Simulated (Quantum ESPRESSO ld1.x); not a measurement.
Problem. Species: the rhodium ion Rh22+. Configuration: [Ar] 3d5. Calculated with ld1.x of Quantum ESPRESSO 7.5: Dirac Kohn-Sham, LDA (Slater exchange, Perdew-Zunger correlation), spin-unpolarised, spherical densities, point nucleus; open shells are shared between the two j in proportion to 2j + 1. Some entries of the table are withheld. Estimate them.

| orbital | occ. | eigenvalue (eV) | <r> (bohr) | r(max) (bohr) |
|---|---|---|---|---|
| 1s1/2 | 2 | -23817.9 | (1) | 0.021 |
| 2s1/2 | 2 | -4142.98 | 0.1411 | 0.120 |
| 2p1/2 | 2 | (2) | 0.1198 | 0.093 |
| 2p3/2 | 4 | (3) | 0.1246 | 0.097 |
| 3s1/2 | 2 | -1304.06 | 0.3694 | 0.340 |
| 3p1/2 | 2 | -1212.45 | 0.3576 | 0.324 |
| 3p3/2 | 4 | -1183.22 | 0.3663 | 0.335 |
| 3d3/2 | 2 | -1029.36 | 0.3295 | 0.270 |
| 3d5/2 | 3 | -1023.12 | 0.3322 | 0.272 |

Solution. 
(1) 1s1/2 <r> (bohr): 0.03266
(2) 2p1/2 eigenvalue (eV): -3902.26
(3) 2p3/2 eigenvalue (eV): -3756.89
